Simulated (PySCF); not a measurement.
Species: C4H10OSi2.
InChI=1S/C4H10OSi2/c1-2-5-4(7)3-6/h2-3H,1H2,6-7H3/b4-3+

Computed with TDDFT PBE0/def2-SVPD, vertical, gas phase, core orbitals frozen in the response in PySCF. The structure is a single GFN2-xTB conformer in the gas phase; no vibrational or solvent corrections. Torsions of this conformer, `[CH2:1]=[CH:2][O:3]/[C:4]([SiH3:5])=[CH:6]\[SiH3:7]`: C1–C2–O3–C4 -178°, C2–O3–C4–Si5 11°.

Computed states:

```csv
state,E (eV),f
S1,5.10,0.240
S2,5.93,0.013
S3,6.11,0.070
S4,6.28,0.099
S5,6.35,0.013
S6,6.36,0.017
S7,6.68,0.0020
S8,6.79,0.294
```

Broadening: Gaussians 0.3 eV wide at half height, area fixed by f = 4.319×10⁻⁹ ∫ε dν̃. The cross-section is σ = 3.8235×10⁻²¹ ε cm², given in Mb (10⁻¹⁸ cm²). The width is an assumption, not a result. The curve ends short of the highest state used, and states not computed would add to its high-energy end.

(1) Give the broadened spectrum and its maxima.

(2) Coming from long wavelengths, where does ε first pass 100 L mol⁻¹ cm⁻¹?

(3) On this curve, what absorbance would a 10⁻⁴ mol/L sample give at 266 nm over a 1 cm path?

Results:

(1) 
```
λ (nm)  σ (Mb)
 200.2   51.37
 202.1   45.19
 204.0   36.84
 205.9   27.90
 207.8   19.60
 209.7   12.80
 211.6    7.79
 213.5    4.42
 215.4    2.32
 217.3    1.11
 219.2    0.49
 221.1    0.22
 222.9    0.19
 224.8    0.43
 226.7    1.26
 228.6    3.31
 230.5    7.58
 232.4   15.19
 234.3   26.79
 236.2   41.83
 238.1   58.15
 240.0   72.37
 241.9   81.03
 243.8   82.02
 245.7   75.41
 247.6   63.25
 249.5   48.60
 251.4   34.35
 253.3   22.42
 255.2   13.56
 257.1    7.63
 259.0    4.00
 260.9    1.97
 262.8    0.91
 264.7    0.39
 266.6    0.16
```

Maxima: 243 nm (5.10 eV), ε about 22000, made up of S1 (100%) (ε in L mol⁻¹ cm⁻¹; maxima over ε = 5, shares over 10%). At its high-energy end, 6.19 eV, the curve is still rising (ε about 13000, from S3 and S4).

(2) At about 265 nm (4.68 eV), 0.42 eV below S1.

(3) 266 nm is 4.661 eV, where ε is about 56 L mol⁻¹ cm⁻¹, so A = ε c l ≈ 0.0056 (Beer–Lambert, with the gas-phase spectrum and the assumed width).

The run took 45 s on Arm Neoverse V1, one thread, shared host with 64 logical CPUs at a one-minute load of 23, and the process peaked at 0.93 GiB of memory.
